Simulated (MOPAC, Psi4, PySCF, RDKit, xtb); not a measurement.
Relaxed torsion scan: C8H6O3, SMILES O=C(c1cc(ccc1)C=O)O. Scanned: dihedral C6–C7–C8–O9; all other coordinates were relaxed at GFN2-xTB. Points at φ and −φ are mirror images.

Atom numbering (GFN2-xTB optimised geometry, Å):
```
17

O      3.6046    -0.2774     1.1001
C      2.5317    -0.7832     0.8976
C      1.3408    -0.0746     0.4039
C      1.4093     1.2945     0.1353
C      0.2973     1.9721    -0.3290
C     -0.8904     1.2908    -0.5292
C     -0.9698    -0.0766    -0.2642
C     -2.2633    -0.7646    -0.4939
O     -3.2616    -0.2228    -0.8955
O     -2.2253    -2.0743    -0.2093
C      0.1463    -0.7595     0.2027
H      2.3631    -1.8633     1.0779
H      2.3481     1.8026     0.2997
H      0.3540     3.0300    -0.5353
H     -1.7733     1.7960    -0.8910
H     -3.0940    -2.4721    -0.3770
H      0.0824    -1.8176     0.4071
```

- AM1, restricted, heats of formation // GFN2-xTB (MOPAC)
- RHF/LANL2DZ = restricted Hartree-Fock/LANL2DZ, density fitting // GFN2-xTB (PySCF)
- MMFF94 // GFN2-xTB (RDKit)
- GFN1-xTB // GFN2-xTB (xtb)
- RKS-B3LYP/6-31G* = restricted B3LYP/6-31G*, spherical d, density fitting // GFN2-xTB run with PySCF
- PBE-D3(BJ)/def2-SVP // GFN2-xTB (Psi4)

Energies in kcal/mol, each method relative to its own lowest point.

| φ / ° | AM1 | RHF/LANL2DZ | MMFF94 | GFN1-xTB | RKS-B3LYP/6-31G* | PBE-D3(BJ)/def2-SVP |
|---|---|---|---|---|---|---|
| -165 | 0.2 | 0.5 | 0.3 | 0.2 | 0.4 | 0.4 |
| -150 | 0.7 | 2.0 | 1.1 | 1.0 | 1.5 | 1.6 |
| -135 | 1.5 | 4.4 | 2.5 | 2.1 | 3.3 | 3.3 |
| -120 | 2.4 | 7.2 | 4.1 | 3.5 | 5.4 | 5.4 |
| -105 | 3.1 | 9.6 | 5.6 | 4.6 | 7.3 | 7.3 |
| -90 | 3.4 | 10.6 | 6.2 | 5.1 | 8.1 | 8.1 |
| -75 | 3.1 | 9.7 | 5.7 | 4.7 | 7.4 | 7.4 |
| -60 | 2.4 | 7.5 | 4.2 | 3.6 | 5.7 | 5.7 |
| -45 | 1.5 | 4.7 | 2.6 | 2.3 | 3.6 | 3.6 |
| -30 | 0.7 | 2.3 | 1.3 | 1.1 | 1.7 | 1.7 |
| -15 | 0.2 | 0.6 | 0.5 | 0.3 | 0.4 | 0.5 |
| 0 | 0.0 | 0.1 | 0.2 | 0.0 | 0.0 | 0.0 |
| 15 | 0.2 | 0.6 | 0.5 | 0.3 | 0.4 | 0.5 |
| 30 | 0.7 | 2.3 | 1.3 | 1.1 | 1.7 | 1.7 |
| 45 | 1.5 | 4.7 | 2.6 | 2.3 | 3.6 | 3.6 |
| 60 | 2.4 | 7.5 | 4.2 | 3.6 | 5.7 | 5.7 |
| 75 | 3.1 | 9.7 | 5.7 | 4.7 | 7.4 | 7.4 |
| 90 | 3.4 | 10.6 | 6.2 | 5.1 | 8.1 | 8.1 |
| 105 | 3.1 | 9.6 | 5.6 | 4.6 | 7.3 | 7.3 |
| 120 | 2.4 | 7.2 | 4.1 | 3.5 | 5.4 | 5.4 |
| 135 | 1.5 | 4.4 | 2.5 | 2.1 | 3.3 | 3.3 |
| 150 | 0.7 | 2.0 | 1.1 | 1.0 | 1.5 | 1.6 |
| 165 | 0.2 | 0.5 | 0.3 | 0.2 | 0.4 | 0.4 |
| 180 | 0.0 | 0.0 | 0.0 | 0.0 | 0.0 | 0.0 |

Root-mean-square difference from the PBE-D3(BJ)/def2-SVP profile, itself a level with limits, after the best constant shift (kcal/mol): AM1 1.6, RHF/LANL2DZ 0.9, MMFF94 0.7, GFN1-xTB 1.0, RKS-B3LYP/6-31G* 0.0.
